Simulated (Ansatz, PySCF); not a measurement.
CH₂O₂, charge +1, doublet, at a GFN2-xTB geometry (a state made from the parent by changing its charge; the spin is typed, not shown lowest). Base run: MP2/STO-3G run with PySCF.

Here is a job for PySCF.
```python
from pyscf import gto, scf, mp

mol = gto.M(
    atom='''
O     0.83970895   -0.72395374   -0.05717738
C    -0.24805229   -0.11529710    0.00227108
O    -0.72831307    0.95930046    0.06431060
H     1.70034825   -0.23589880   -0.06114765
H    -1.10320156   -0.95509234   -0.00954464
''',
    basis='sto-3g',
    charge=1,
    spin=1,
    verbose=4,
)

mf = scf.UHF(mol)
mf.kernel()

pt = mp.MP2(mf)
pt.kernel()
print('E(MP2) = %.10f' % pt.e_tot)
```

The same geometry, method and basis name were run in Ansatz (a first-principles code) and PySCF, at each program's defaults and at the settings that a row names. The base is PySCF at its defaults. Differences at the defaults can come from grids, fitting, cores and function types together.

```csv
code and settings,ΔE vs base (mEh),basis functions,E (Eh),SCF cycles
"PySCF, defaults (exact integrals, spherical functions, all electrons correlated)",0.000,17,-186.05376,15
"Ansatz, defaults (factorised integrals, spherical functions, frozen core)",0.631,17,-186.05313,-
"PySCF, frozen core",0.626,17,-186.05313,15
"Ansatz, high accuracy, frozen core",0.626,17,-186.05313,-
```

Open shells are given as the SCF converged; they aren't shown to be the lowest states, and a large step between rows can be another state.
